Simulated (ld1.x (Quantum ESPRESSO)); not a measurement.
## What the settings do to the TM potential of As

Base potential:

| Quantity | Value |
| --- | --- |
| Element | As |
| Generator | ld1.x (Quantum ESPRESSO) 7.5 |
| Type | norm-conserving Troullier–Martins (Kleinman–Bylander form) |
| Functional | LDA (PZ) |
| Relativity | fully relativistic |
| Frozen core | [Ar] 3d10 |
| Valence charge | 5 |
| Reference configuration | 4s2 4p3 |
| Partial waves | 4s (bound): rc 1.65 bohr; 4d channel at 0.05 Ry: rc 1.70 bohr; 4p (bound): rc 1.70 bohr |
| Local potential | the p channel |
| Core correction | Bessel-smoothed model core, default radius (core density twice the valence density) |

Open shells are filled in proportion to 2j + 1 (rel_dist='average').

Cutoffs, loose and tight: the cutoffs (Ry, on a coarse ladder) from which the occupation-weighted sum of valence levels, in a spherical-Bessel basis at the reference potential, stays within 10 and 1 mRy of its value at 400 Ry. They do not see the model core or the augmentation charge, which bear on the density cutoff. Test errors are all-electron minus pseudo excitation energies from the reference, over the configurations 4s2 4p2; 4s2 4p1; 4s2 4p0; 4s1 4p3; 4s1 4p4; 4s2 4p3.3; 4s2 4p2.5. A dash means not determined; rows that change the core or the reference have their own tests.

A true bound ghost makes a file unfit for plane-wave use even where its test errors are small: the radial tests pick states by their node count and pass the ghost by.

| change | outcome | cutoff, loose | cutoff, tight | bound ghosts | largest test error (meV) |
| --- | --- | --- | --- | --- | --- |
| base | generated, misses its reference levels by 0.19 eV | 35 Ry | 50 Ry | d3/2, d5/2 | -100 |
| wave 4s (bound): rc 1.65 bohr becomes 4s (bound): rc 1.10 bohr | generated, misses its reference levels by 0.19 eV | 70 Ry | 260 Ry | s, d3/2, d5/2 | -85 |
| wave 4s (bound): rc 1.65 bohr becomes 4s (bound): rc 1.36 bohr | generated, misses its reference levels by 0.19 eV | 40 Ry | 90 Ry | d3/2, d5/2 | -99 |
| wave 4s (bound): rc 1.65 bohr becomes 4s (bound): rc 1.50 bohr | generated, misses its reference levels by 0.19 eV | 35 Ry | 50 Ry | d3/2, d5/2 | -100 |
| wave 4s (bound): rc 1.65 bohr becomes 4s (bound): rc 1.66 bohr | generated, misses its reference levels by 0.19 eV | 35 Ry | 50 Ry | d3/2, d5/2 | -100 |
| wave 4s (bound): rc 1.65 bohr becomes 4s (bound): rc 1.96 bohr | generated, misses its reference levels by 0.19 eV | 25 Ry | 40 Ry | d3/2, d5/2 | -85 |
| wave 4s (bound): rc 1.65 bohr becomes 4s (bound): rc 2.16 bohr | generated, misses its reference levels by 0.19 eV | 21 Ry | 35 Ry | d3/2, d5/2 | -58 |
| wave 4s (bound): rc 1.65 bohr becomes 4s (bound): rc 2.48 bohr | generated, misses its reference levels by 0.19 eV | 18 Ry | 30 Ry | d3/2, d5/2 | -58 |

(1) What comes out with this change to the base: wave 4s (bound): rc 1.65 bohr becomes 4s (bound): rc 1.84 bohr?

(2) What comes out with this change to the base: wave 4s (bound): rc 1.65 bohr becomes 4s (bound): rc 2.36 bohr?

(3) What comes out with this change to the base: wave 4s (bound): rc 1.65 bohr becomes 4s (bound): rc 1.18 bohr?

Answers

(1) outcome: generated, misses its reference levels by 0.19 eV; cutoff, loose: 30 Ry; cutoff, tight: 45 Ry; bound ghosts: d3/2, d5/2; largest test error (meV): -95.

(2) outcome: generated, misses its reference levels by 0.19 eV; cutoff, loose: 18 Ry; cutoff, tight: 35 Ry; bound ghosts: d3/2, d5/2; largest test error (meV): -47.

(3) outcome: generated, misses its reference levels by 0.19 eV; cutoff, loose: 60 Ry; cutoff, tight: 180 Ry; bound ghosts: s, d3/2, d5/2; largest test error (meV): -89.

Reading the sweep of the s radius (base included, trends over the rows without a ghost): Bound ghosts are found at 1.1, 1.18, 1.36, 1.5, 1.65, 1.66, 1.84, 1.96, 2.16, 2.36, 2.48 bohr. Every judged row has one, so this setting neither creates nor removes them.
